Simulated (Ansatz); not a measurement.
Ansatz (a first-principles code) input:

Ansatz 0.2 input:
```yaml
crystal:
  periodic: [false, false, false]
  atoms:
    - {symbol: Se, position_ang: [1.17262568, 0.40922539, 0.48775405]}
    - {symbol: Se, position_ang: [-0.66558231, -0.15182904, -0.68988109]}
    - {symbol: C, position_ang: [-1.84608856, -0.92752492, 0.68649734]}
    - {symbol: H, position_ang: [-2.76673434, -1.22610297, 0.18695246]}
    - {symbol: H, position_ang: [-2.04565369, -0.17185354, 1.44061804]}
    - {symbol: H, position_ang: [-1.35055516, -1.78836990, 1.12576501]}
basis:
  gaussian:
    orbitals: aug-cc-pVTZ
magnetization: {spin_polarized: true, initial_magnetization: 1}
correlation: {method: ccsd_t, electrons: outside_noble_gas}
```

### Question
What final total energy does it print?

### Answer
-4839.95503 Eh (CCSD(T)/aug-cc-pVTZ). The basis has 233 functions.

It need not be the lowest isomer of its formula.
